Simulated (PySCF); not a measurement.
Potential energy of SiBi along the bond

Set-up: basis Si def2-SVPD, Bi def2-SVPD with ECP60; scalar-relativistic core potentials; PySCF 2.14. Energies in eV from Si + Bi in their ground configurations at the same level. State: ²Π (doublet), unpaired electrons π ↑.

All columns are r²SCAN. A positive dipole means Si(−)Bi(+).

```
R (Å)  E (eV)  μ (D)  Mulliken charge on Si (basis-dependent)  HOMO (eV)  LUMO (eV)  Mayer bond order  ⟨S²⟩
2.120  -1.156   1.02                                    -0.25      -5.34      -5.40              2.45  0.75
2.219  -1.870   0.95                                    -0.21      -5.42      -5.19              2.43  0.76
2.317  -2.272   0.87                                    -0.17      -5.48      -5.00              2.41  0.76
2.391  -2.422   0.79                                    -0.15      -5.41      -4.88              2.40  0.76
2.465  -2.474   0.70                                    -0.13      -5.30      -4.76              2.38  0.77
2.539  -2.453   0.61                                    -0.12      -5.19      -4.65              2.34  0.80
2.638  -2.347   0.52                                    -0.09      -5.09      -4.52              2.21  0.92
2.761  -2.148   0.43                                    -0.07      -5.01      -4.38              1.97  1.13
2.909  -1.866   0.30                                    -0.05      -4.96      -4.26              1.71  1.34
3.106  -1.478   0.10                                    -0.03      -4.93      -4.17              1.41  1.56
```

A fit through these points gives, at Re = 2.478 Å, μ = 0.68 D and dμ/dR = -1.21 D/Å; the reduced mass is 24.67 u.

How strong is the fundamental in the double-harmonic approximation, I = 42.26·(dμ/dR)²/μred km/mol?

I = 42.26·(-1.21)²/24.67 = 2.51 km/mol at r²SCAN.

⟨S²⟩ of the unrestricted solution departs from its pure value on part of the curve, where spin states mix. Spin–orbit coupling is left out, which matters for elements this heavy, above all for dissociation energies. The state was picked by a PBE0 search and need not be the measured ground state.

At some distances an empty level lies below a filled one, because the occupation is held.
